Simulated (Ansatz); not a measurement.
Input file for Ansatz (a first-principles code): R-wB97X-V/def2-TZVPP on GeH4STe (SMILES S[Te][GeH3]), a point of a torsion scan. Elements past Kr take the def2 small-core potentials; no spin–orbit coupling.

Ansatz 0.2 input:
```yaml
crystal:
  periodic: [false, false, false]
  atoms:
    - {symbol: S, position_ang: [2.45221971, 0.48688694, 0.09142020]}
    - {symbol: Te, position_ang: [0.98200554, -1.13227787, 1.07756142]}
    - {symbol: Ge, position_ang: [-1.15217293, -0.00284259, 0.32188936]}
    - {symbol: H, position_ang: [2.63030734, -0.10707074, -1.08117709]}
    - {symbol: H, position_ang: [-1.52736670, -0.26868094, -1.11010432]}
    - {symbol: H, position_ang: [-2.29783978, -0.50843485, 1.14178989]}
    - {symbol: H, position_ang: [-1.11495958, 1.48634686, 0.46760381]}
basis:
  gaussian:
    orbitals: def2-TZVPP
hamiltonian:
  xc: {name: wB97X-V}
scf: {lower_state_search: off}
```

The head of its log:

```
WARN ansatz: RAYON_NUM_THREADS=1 ignored (pool sized by the plan → 1); use --threads N
Functional definition: wB97X-V
these checks for a lower state are left out or cut short: stability, starts, cluster_reference, orbital_swaps, neighbouring_geometries, increment
integrals: 0.18 GiB planned
1327 factors; their error is unknown
integrals: 0.22 GiB planned
269 factors; integrals over basis functions are off by at most 4.0e-5 eV
mean field: 1.45 GiB planned
mean field evaluation 1: about -74705.0704 eV, gradient 2.0e1 eV
mean field evaluation 2: about -74705.4859 eV, gradient 1.8e1 eV
```

Problem. Predict the final total energy.

Solution. -2745.3956 hartree.
